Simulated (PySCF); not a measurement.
C3H9Al, SMILES [CH3][Al]([CH3])[CH3]. Geometry optimised at ωB97X-D3(BJ)/def2-SVP. The isomer is the one that the SMILES or the coordinates give; other isomers of the formula were not compared.

Computed equilibrium geometry at ωB97X-D3(BJ)/def2-SVP (PySCF confirms it by a frequency run) as Cartesian coordinates in Å:
```xyz
13

Al    -0.0012     0.0009     0.0016
C     -1.3442    -1.4284    -0.0794
H     -1.4235    -1.8350    -1.1042
H     -2.3497    -1.0429     0.1692
H     -1.1343    -2.2733     0.5968
C     -0.2201     1.6169    -1.0910
H      0.6472     1.7622    -1.7604
H     -0.2627     2.5197    -0.4547
H     -1.1268     1.6096    -1.7178
C      1.5649    -0.1890     1.1696
H      2.2332     0.6876     1.1618
H      2.1678    -1.0682     0.8770
H      1.2607    -0.3687     2.2166
```
Charge 0, spin multiplicity 1.
